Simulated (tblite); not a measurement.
Input of a run (GFN2-xTB geometry optimisation, gas phase (tblite 0.8.0)), started from a force field or distance geometry:
```
{"job": {"kind": "relax", "xc": "GFN2-xTB", "basis": "xTB"}, "charge": 0, "multiplicity": 1}
C      2.805700     0.866900    -0.335100
C      2.326400    -0.143000     0.378600
Si     1.102400    -1.355100    -0.261300
C     -0.567200    -0.534600    -0.541900
C     -0.503000     0.562700    -1.506700
O     -1.088200     0.477500    -2.583900
C     -1.173500    -0.107800     0.784500
C     -2.508900     0.541100     0.506300
H      2.492300     1.065100    -1.353900
H      3.507800     1.514700     0.131800
H      2.668700    -0.312400     1.414000
H      1.540000    -1.875500    -1.565000
H      0.962100    -2.428600     0.715300
H     -1.218400    -1.326300    -0.973500
H      0.058000     1.470000    -1.293300
H     -1.405000    -1.033100     1.403700
H     -0.500100     0.520100     1.394800
H     -2.286700     1.601900     0.301500
H     -3.234100     0.446300     1.349300
H     -2.983400     0.061000    -0.377900
```

Output (eV, eV/Å):
```
step      E/eV     max force
  0    -671.54755    2.502
  1    -671.66696    2.702
  2    -671.73442    0.674
  3    -671.76724    0.422
  4    -671.80787    0.373
  5    -671.82357    0.375
  6    -671.83891    0.266
  7    -671.84735    0.194
  8    -671.85765    0.315
  9    -671.86933    0.304
 10    -671.87808    0.253
 11    -671.88598    0.206
 12    -671.89321    0.240
 13    -671.90059    0.263
 14    -671.90678    0.165
 15    -671.91111    0.157
 16    -671.91483    0.147
 17    -671.91902    0.171
 18    -671.92349    0.151
 19    -671.92791    0.178
 20    -671.93218    0.181
 21    -671.93661    0.187
 22    -671.94151    0.167
 23    -671.94684    0.190
 24    -671.95231    0.229
 25    -671.95781    0.204
 26    -671.96344    0.189
 27    -671.96801    0.206
 28    -671.96597    0.689
 29    -671.97463    0.167
 30    -671.97746    0.188
 31    -671.98284    0.364
 32    -671.98573    0.305
 33    -671.98820    0.161
 34    -671.98984    0.077
 35    -671.99143    0.093
 36    -671.99299    0.140
 37    -671.99429    0.151
 38    -671.99511    0.089
 39    -671.99553    0.154
 40    -671.99635    0.073
 41    -671.99726    0.112
 42    -671.99809    0.103
 43    -671.99873    0.049
 44    -671.99912    0.063
 45    -671.99939    0.090
 46    -671.99971    0.096
 47    -672.00013    0.077
 48    -672.00063    0.048
 49    -672.00111    0.044
 50    -672.00155    0.087
 51    -672.00206    0.105
 52    -672.00260    0.087
 53    -672.00309    0.053
 54    -672.00357    0.058
 55    -672.00409    0.066
 56    -672.00467    0.069
 57    -672.00532    0.060
 58    -672.00592    0.049
 59    -672.00639    0.039
 60    -672.00674    0.040
 61    -672.00704    0.042
 62    -672.00732    0.039
 63    -672.00755    0.037
 64    -672.00772    0.032
 65    -672.00786    0.042
 66    -672.00804    0.043
 67    -672.00825    0.036
 68    -672.00862    0.041
 69    -672.00878    0.043
 70    -672.00902    0.034
 71    -672.00914    0.031
 72    -672.00924    0.028
 73    -672.00936    0.036
 74    -672.00955    0.047
 75    -672.00976    0.043
 76    -672.00993    0.024
 77    -672.01004    0.023
 78    -672.01015    0.026
 79    -672.01028    0.036
 80    -672.01042    0.033
 81    -672.01053    0.023
 82    -672.01060    0.019
 83    -672.01066    0.021
 84    -672.01072    0.021
 85    -672.01078    0.020
 86    -672.01084    0.019
 87    -672.01089    0.021
 88    -672.01095    0.021
 89    -672.01102    0.021
 90    -672.01110    0.019
 91    -672.01119    0.022
 92    -672.01130    0.028
 93    -672.01141    0.029
 94    -672.01152    0.027
 95    -672.01160    0.023
 96    -672.01165    0.019
 97    -672.01171    0.021
 98    -672.01179    0.027
 99    -672.01189    0.027
100    -672.01197    0.017
101    -672.01202    0.015
102    -672.01205    0.014
103    -672.01208    0.016
104    -672.01210    0.010
105    -672.01213    0.010
```

Problem. Summarise the run.

Solution. The energy falls by 44.8 kJ/mol over 105 L-BFGS steps, the largest force on an atom goes from 2.50 to 0.010 eV/Å, and the atoms move by 0.329 Å rms after alignment. The bond that changes most is Si3–C4 (SiH2 silicon to sp3 carbon bound to silicon), which lengthens by 0.056 Å. Bonds longer at the end by more than 0.005 Å: 8 of 19; shorter: 10. Among the angles that change most is C4–C5–H15, from 121.3° to 113.7°. Among the dihedrals that turn most is C7–C4–C5–O6, from -120° to -154°. The energy rose by more than 1e-5 eV at step 28. The first step brought 26 % of the lowering.

Problem. What are the final bond lengths?

Solution. C1=C2 1.325 Å, C2–Si3 1.886 Å, Si3–C4 1.937 Å, C4–C5 1.475 Å, C5=O6 1.205 Å, C4–C7 1.525 Å, C7–C8 1.526 Å, C1–H9 1.079 Å, C1–H10 1.080 Å, C2–H11 1.084 Å, Si3–H12 1.462 Å, Si3–H13 1.468 Å, C4–H14 1.093 Å, C5–H15 1.111 Å, C7–H16 1.092 Å, C7–H17 1.093 Å, C8–H18 1.088 Å, C8–H19 1.088 Å, C8–H20 1.088 Å. Numbering counts from 1 in the input's order; the species is `C=C[SiH2][C@H](C=O)CC`.

The run took 0.75 s on an Arm Neoverse V2 with one thread, shared host with 192 logical CPUs at a one-minute load of 85.

Its GFN2-xTB frequencies are all real (lowest 30 cm⁻¹). One conformer, not necessarily the lowest.

All values are computed, not measured.
